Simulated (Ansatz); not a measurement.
Relaxation of C₄H₁₁BO (17 atoms, charge 0, multiplicity 1), to a largest force component of 0.02 eV/Å in at most 40 steps.

Computed with UKS PBE-D4/STO-3G in Ansatz 0.2.0.

```xyz
17
Properties=species:S:1:pos:R:3
B -1.701 0.313 1.421
C -1.079 0.446 -0.040
C 0.391 0.045 -0.077
C 0.663 -1.448 0.228
C 1.011 0.329 -1.477
O 1.149 0.782 0.903
H -2.165 1.331 1.921
H -1.826 -0.667 1.946
H -1.179 1.517 -0.343
H -1.655 -0.191 -0.712
H 1.647 -1.754 0.168
H 0.016 -2.061 -0.466
H 0.210 -1.671 1.249
H 0.881 1.426 -1.691
H 2.088 0.062 -1.485
H 0.486 -0.220 -2.220
H 1.043 1.762 0.713
```

Where does it end, and by what steps?

The run converged. The force dipped under the threshold on the way, but the program's further checks kept it going. Limits of this set-up: minimal basis. After 17 steps the energy has fallen by 2.447 eV; H7 moved furthest, 1.21 Å. Joined: B1–O6 (2.93 → 1.67 Å).

| step | energy less start (eV) | largest force component (eV/Å) | accepted |
| --- | --- | --- | --- |
| 0 | 0.0000 | 5.839 | yes |
| 1 | -0.5774 | 1.169 | yes |
| 2 | -0.6516 | 0.709 | yes |
| 3 | -0.7206 | 0.341 | yes |
| 4 | -0.9632 | 1.353 | yes |
| 5 | -1.5234 | 2.155 | yes |
| 6 | -2.1533 | 1.614 | yes |
| 7 | -2.1020 | 3.261 | no |
| 8 | -2.3309 | 0.292 | yes |
| 9 | -2.3805 | 0.250 | yes |
| 10 | -2.4185 | 0.238 | yes |
| 11 | -2.4329 | 0.207 | yes |
| 12 | -2.4428 | 0.091 | yes |
| 13 | -2.4453 | 0.084 | yes |
| 14 | -2.4463 | 0.022 | yes |
| 15 | -2.4466 | 0.017 | yes |
| 16 | -2.4468 | 0.028 | yes |
| 17 | -2.4469 | 0.015 | yes |

```xyz
17
Properties=species:S:1:pos:R:3
B -1.143 0.814 1.370
C -1.337 0.179 -0.124
C 0.191 -0.157 -0.170
C 0.552 -1.662 -0.020
C 1.038 0.557 -1.262
O 0.489 0.486 1.225
H -1.248 1.986 1.488
H -1.524 0.173 2.285
H -1.618 0.879 -0.934
H -1.955 -0.732 -0.212
H 1.637 -1.799 0.146
H 0.260 -2.195 -0.945
H -0.005 -2.097 0.830
H 0.798 1.637 -1.300
H 2.123 0.424 -1.081
H 0.791 0.117 -2.247
H 0.932 1.390 0.990
```

Whether the end is a true minimum wasn't checked by a vibrational analysis.

The run took 110 s on 1 thread of Arm Neoverse V1, with other jobs on the host, peak memory 0.16 GiB.
